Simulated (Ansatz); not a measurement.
BiI2 (SMILES [I][Bi+][I]), charge +1, singlet, at a GFN2-xTB geometry (such geometries of metal compounds can be far from the true shape) (core potentials on Bi, I); SVWN5/def2-SV(P) in Ansatz (an electronic-structure program).

Here is a job for Ansatz.
Ansatz 0.2 input:
```yaml
crystal:
  periodic: [false, false, false]
  atoms:
    - {symbol: Bi, position_ang: [0.86767310, 0.43113642, 0.27718616]}
    - {symbol: I, position_ang: [-1.00884033, 1.16616633, -1.52475723]}
    - {symbol: I, position_ang: [-0.34996849, -1.84134224, 1.09067324]}
basis:
  gaussian:
    orbitals: def2-SV_P_.json
hamiltonian:
  xc: {name: SVWN5}
total_charge: 1
```
The basis file holds def2-SV(P) in the JSON format of the Basis Set Exchange.

The log (banner, timings and long lists left out):

```
Functional definition: SVWN5
908 factors; their error is unknown
mean field evaluation 1: about -22003.9469 eV, gradient 2.8e1 eV
mean field evaluation 2: about -21972.2995 eV, gradient 8.5e1 eV
mean field evaluation 4: about -22007.0838 eV, gradient 7.6e0 eV
mean field evaluation 8: about -22007.2965 eV, gradient 1.1e-1 eV
mean field evaluation 16: about -22007.2965 eV, gradient 1.1e-5 eV
mean field -22007.29653848 eV, -808.7532307079 hartree, gradient 1.1e-5 eV, S^2 0.000000; 3 other end points of the search recorded, 0 dependent functions left out
reference -22007.29656410 eV, -808.7532316491 hartree; 36, 36 occupied and 42, 42 virtual orbitals, 908 factors
Total energy: -22007.29656410 eV, -808.7532316491 hartree
```
